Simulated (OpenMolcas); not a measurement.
Computed levels of 3s² 3p³ in ions with 15 electrons, in cm-1 above ⁴S°_3/2.

| Property | Result |
| --- | --- |
| Program | OpenMolcas 26.06 |
| Method | SS-CASPT2, IPEA 0.25 Eh, imaginary shift 0.1 Eh |
| Basis | ANO-RCC-VQZP |
| Scalar Hamiltonian | DKH2, point nucleus |
| Spin-orbit coupling | state interaction with AMFI integrals over the reference wave functions, term energies averaged over their components |

Active space for each ion: 5 electrons in 4 orbitals (3s 3p); closed shells correlated by CASPT2: 2s 2p.

```json
{"Level": "²D°_3/2", "P": "11260", "Cl2+": "18490", "Ar3+": "21500"}
{"Level": "²D°_5/2", "P": "11270", "Cl2+": "18550", "Ar3+": "21610"}
{"Level": "²P°_1/2", "P": "18380", "Cl2+": "29950", "Ar3+": "35070"}
{"Level": "²P°_3/2", "P": "18380", "Cl2+": "29990", "Ar3+": "35180"}
```

Estimate ²D°_3/2, ²D°_5/2 for S+ from its neighbours P and Cl2+.

²D°_3/2 is another term, which grows about linearly with the charge: (11260 + 18490) / 2 = 14875. The calculation gives 15140, so the estimate is off by -1.8 %; the measured value is 14853 (NIST Handbook of Basic Atomic Spectroscopic Data).
²D°_5/2 is another term, which grows about linearly with the charge: (11270 + 18550) / 2 = 14910. The calculation gives 15170, so the estimate is off by -1.7 %; the measured value is 14885 (NIST Handbook of Basic Atomic Spectroscopic Data).

CASPT2 breaks the degeneracy within a term, and the mean is taken; among the terms shown or strongly mixed into the levels shown the widest spread is 240 cm-1 (3s² 3p³ ²D°, Ar3+). Over all roots computed the reference weight is 0.87 to 0.96 in S+, 0.87 to 0.96 in Cl2+, 0.89 to 0.96 in Ar3+; the roots of lowest weight are the least certain, and an intruder state may touch them. No level of 3s 3p⁴ was computed, though it lies in the active space (holds for P). Computed and measured levels are paired by configuration, term and J; levels that our copy of the source lacks, or whose pairing is in doubt (as where it misses far off the trend of its configuration), stay unpaired and out of the deviations. Only configurations of the active space appear.

° marks odd parity.
